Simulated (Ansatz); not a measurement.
The cluster Na5F4. Total charge 0; doublet. Geometry PBE0-D4/def2-SVP; atoms count from 1.

```xyz
9

Na   -3.2328    2.8483    2.0903
Na   -1.0159    0.0680   -0.0927
Na    1.8674   -0.7910   -0.4320
Na    0.9314   -2.7771   -2.3677
Na   -0.0527    2.0939    1.8789
F    -1.9670    1.5361    1.0927
F    -0.1718   -1.4001   -1.2964
F     2.7144   -2.2461   -1.6148
F     0.9270    0.6681    0.7417
```

Another isomer (doublet) lies 0.14 eV lower at PBE0-D4/def2-TZVP; other spin states weren't run for this one.

Question: Estimate the Mulliken populations from the PBE0/def2-TZVP orbitals of Ansatz.

Answer: 
```csv
atom,charge (e),spin (α − β)
Na1,0.20,0.71
Na2,0.78,0.02
Na3,0.73,0.02
Na4,0.77,0.00
Na5,0.59,0.25
F6,-0.77,0.00
F7,-0.77,0.00
F8,-0.75,0.00
F9,-0.78,0.00
```
Mulliken values depend strongly on the basis.

Question: Where does the spin sit?

Answer: Summed by element: Na 1.00, F 0.00, of 1 unpaired in all. Largest on single atoms: Na1 0.71, Na5 0.25, Na2 0.02.

Question: And the Mayer bond orders between heavy atoms (over 0.3)?

Answer: Na1–Na5 0.35 (3.28 Å).
